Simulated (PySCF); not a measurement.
Compound: C₈H₅O (doublet state).
Geometry (GFN2-xTB, Å), atoms numbered from 1 in this order:
```
atom  x, y, z in Å
C1     3.5179   -1.3769   -0.9741
C2     2.6341   -0.7235   -0.4920
C3     1.6163    0.0682    0.0944
C4     0.3325   -0.1629   -0.1241
C5    -0.9681   -0.0581   -0.0800
C6    -2.2009   -0.0829   -0.1323
C7    -3.6332   -0.0301   -0.1284
C8     2.0517    1.1765    0.9729
O9     3.1945    1.4504    1.2263
H10    4.2870   -1.9509   -1.3972
H11   -3.9853    0.9741    0.1203
H12   -4.0242   -0.7309    0.6111
H13   -4.0257   -0.3041   -1.1101
H14    1.2029    1.7507    1.3910
```

The hyperfine couplings belong to this conformer and change with its torsions.

The species is `C#C/C(=[C]/C#CC)C=O` [radical].

The calculation used UKS B3LYP, pcH-1 on C H O, non-relativistic, mean-field spin-orbit, GIAO (PySCF). One conformer (not necessarily the lowest) at the GFN2-xTB geometry, without solvent, vibrations or thermal averaging. The geometry wasn't refined by DFT: couplings that depend on bond lengths, twists or pyramidal angles can differ widely from those at the functional's own minimum.

Question: What are Nα, Nβ and the exact ⟨S²⟩?

Answer: 61 electrons with 2S = 1: 31 α and 30 β; S(S+1) = 0.75.

Mulliken spin populations, one withheld:

```
atom           bound to  population
  C1            C2, H10     -0.0384
  C2             C1, C3     +0.0498
  C3         C2, C4, C8     -0.1372
  C4             C3, C5     +0.7401
  C5             C4, C6     -0.2676
  C6             C5, C7           ?
  C7  C6, H11, H12, H13     -0.0534
  C8        C3, O9, H14     +0.0441
  O9                 C8     -0.0121
 H10                 C1     +0.0019
 H11                 C7     +0.0328
 H12                 C7     +0.0055
 H13                 C7     +0.0251
 H14                 C8     +0.0032
```

Question: Fill in the missing population.

Answer: The populations add up to Nα − Nβ = 1, and the others sum to 0.3938, so C6 holds +0.606.

Question: How is the spin shared among the elements?

Answer: Carbon +0.94, hydrogen +0.07, oxygen -0.01. The positive populations sum to 1.51, the negative ones to -0.51.

Question: With ⟨S²⟩ = 0.7832, find the sum of squared α–β overlaps and estimate the admixture of higher spin.

Answer: Σ|⟨iα|jβ⟩|² over occupied orbitals = Nβ − [⟨S²⟩ − S(S+1)] = 30 − 0.0332 = 29.9668. If the quartet state (S + 1) were the only admixture, its weight would be 0.0332/(2S + 2) = 1.11 %.

Question: What Fermi-contact NMR shifts do the couplings of C1, C3, C6, C7, H10, H11/H12/H13, H14 imply at 200 K (Curie law, g = gₑ)?

Answer: δ = a_FC·h·gₑ μB S(S+1)/(3 g_N μN kT), with k/h = 20836.6 MHz/K:

```
     nuclei  isotope  a_FC (MHz)     g_N  contact shift (ppm)
         C1      13C        1.72  1.4048                 +271
         C3      13C      -36.11  1.4048                -5669
         C6      13C       55.57  1.4048                +8725
         C7      13C      -22.68  1.4048                -3560
        H10       1H        3.64  5.5857                 +144
H11/H12/H13       1H       53.60  5.5857                +2116
        H14       1H        2.30  5.5857                  +91
```

The shifts go as 1/T: at 250 K they are 0.800 times these. Entries for several nuclei are means.

Class means assume fast exchange of nuclei equivalent by connectivity; if that motion is slow, each nucleus keeps its own coupling. The three 1H nuclei of mean +53.6 MHz run from 14.3 to 81.5 MHz in the frozen geometry.

β density exceeds α density at some nuclei, such as C5 (-0.0592), C3 (-0.0321) and C7 (-0.0202), spin density in bohr⁻³. In a single determinant that takes different orbitals for the two spins, that is spin polarisation.
